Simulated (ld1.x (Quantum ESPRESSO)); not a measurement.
## Before and after: TM potential for indium

```
Element                 : indium
Generator               : ld1.x (Quantum ESPRESSO) 7.5
Type                    : norm-conserving Troullier–Martins (Kleinman–Bylander form)
Functional              : PBE
Relativity              : scalar-relativistic
Frozen core             : [Kr]
Valence charge          : 13
Reference configuration : 4d10 5s1.5 5p1.5
Partial waves           : 5p (bound): rc 2.55 bohr; 4d (bound): rc 1.55 bohr; 5s (bound): rc 2.25 bohr
Local potential         : the s channel
Core correction         : none
```

Change: core correction a·sin(br)/r model core inside 1.26 bohr.

Cutoffs: the cutoffs (Ry, on a coarse ladder) from which the occupation-weighted sum of valence levels, in a spherical-Bessel basis at the reference potential, stays within 10 and 1 mRy of its value at 400 Ry; they do not see the model core or the augmentation charge, which bear on the density cutoff. Errors are all-electron minus pseudo energies relative to the spin-unpolarised reference configuration.

Q: How do hardness, ghosts and transferability respond?

A: The potential gets neither clearly harder nor softer (80 Ry and 140 Ry → 80 Ry and 140 Ry); of the 7 tests that both files solve, the error grows in 5 and shrinks in 1 by more than 15 % and 0.3 meV (median size 1.2 → 6.9 meV); neither file shows a bound ghost. A model core, the more so a compact one, raises the density cutoff, which this test does not measure.

```csv
quantity,base,changed
"cutoff, loose",80 Ry,80 Ry
"cutoff, tight",140 Ry,140 Ry
bound ghosts,none,none
"error for 4d10 5s2 5p1, meV [ΔE -2.88 eV]",+0.6,-0.1
"error for 4d10 5s2 5p0, meV [ΔE 2.48 eV]",-0.9,-2.9
"error for 4d10 5s1 5p0, meV [ΔE 21.71 eV]",+9.9,-13
"error for 4d10 5s0 5p3, meV [ΔE 9.06 eV]",+0.5,-6.9
"error for 4d10 5s0 5p0, meV [ΔE 50.03 eV]",+60,-56
"error for 4d9 5s0 5p0, meV [ΔE 106.42 eV]",-31,-269
"error for 4d10 5s1 5p1, meV [ΔE 9.07 eV]",+1.2,-2.0
s: phases at 2.76 bohr within 0.05 rad from the reference energy up to (Ry; the scan ends near 5),2.3,2.3
p: phases at 2.76 bohr within 0.05 rad from the reference energy up to (Ry; the scan ends near 5),3.3,3.3
d: phases at 2.76 bohr within 0.05 rad from the reference energy up to (Ry; the scan ends near 5),0.4,0.4
```
